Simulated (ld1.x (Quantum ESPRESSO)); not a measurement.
# An all-electron radial function and its pseudo partner (P (Z = 15))

Columns: radius, all-electron u(r) and pseudo u(r) of the 3s shell (level -13.97 eV) of phosphorus in the configuration [Ne] 3s2 3p3; PBE, scalar-relativistic, RRKJ scheme, ld1.x (Quantum ESPRESSO) 7.5.

```csv
r (bohr),all-electron,pseudo
0.082,0.1631,0.0288
0.165,-0.0856,0.0565
0.248,-0.2908,0.0824
0.330,-0.3721,0.1073
0.413,-0.3498,0.1345
0.495,-0.2597,0.1670
0.578,-0.1313,0.2086
0.660,0.0100,0.2604
0.742,0.1509,0.3225
0.825,0.2841,0.3933
0.908,0.4028,0.4679
0.990,0.5033,0.5402
1.072,0.5871,0.6068
1.155,0.6557,0.6650
1.238,0.7088,0.7124
1.320,0.7472,0.7481
1.402,0.7731,0.7731
1.485,0.7879,0.7879
1.568,0.7930,0.7930
1.650,0.7899,0.7899
1.733,0.7800,0.7800
1.815,0.7646,0.7646
1.898,0.7446,0.7446
1.980,0.7214,0.7214
2.062,0.6956,0.6956
2.145,0.6677,0.6677
```

Question: How many radial nodes do the two functions have?

Answer: The all-electron 3s function has n − l − 1 = 2; the pseudo-wave has 0, since the states of the same l below it are removed with the core.

Question: At about which radius was the pseudo-wave matched?

Answer: 1.45 bohr, where the columns begin to agree (steps of 0.08 bohr).

Question: Is the pseudo-wave norm-conserving?

Answer: Yes: the RRKJ scheme keeps the norm inside the radius equal to the all-electron one, which fixes the energy derivative of the logarithmic derivative at the level.
